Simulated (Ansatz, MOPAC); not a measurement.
Dimer: HCl (SMILES Cl) (first 2 atoms) with H4OSi (SMILES O[SiH3]); geometry from B3LYP-D3(BJ)/def2-TZVP, rigid monomers moved along the line of their centres of mass till H2···H8 is 2.28 Å.
(charge 0, multiplicity 1):
```
atom    x (Å)    y (Å)    z (Å)
----  -------  -------  -------
Cl    -0.8223   0.4550  -0.4324
H     -0.7256  -0.3857   0.5362
O      0.3923  -0.2942   5.1370
Si     0.1571   0.2245   3.5892
H      1.1294  -0.8802   5.3240
H      1.3747   0.8456   3.0185
H     -0.9551   1.1893   3.6388
H     -0.2213  -0.9106   2.6990
```

Monomers are frozen at their geometry in the pair; levels with a basis set take the counterpoise correction.

The state reached by PM6 isn't checked.

The values were computed with Ansatz (an electronic-structure program) with Gaussian orbitals; MOPAC for PM6 (differences of heats of formation). 

Problem. One of these levels gives 10.4 meV for the interaction energy. Which one is it?
A. HF/aug-cc-pV(D+d)Z
B. PM6
C. r2SCAN/def2-TZVPPD

Solution. A, HF/aug-cc-pV(D+d)Z. The others give -19.5 (PM6), -41.6 (r2SCAN/def2-TZVPPD)
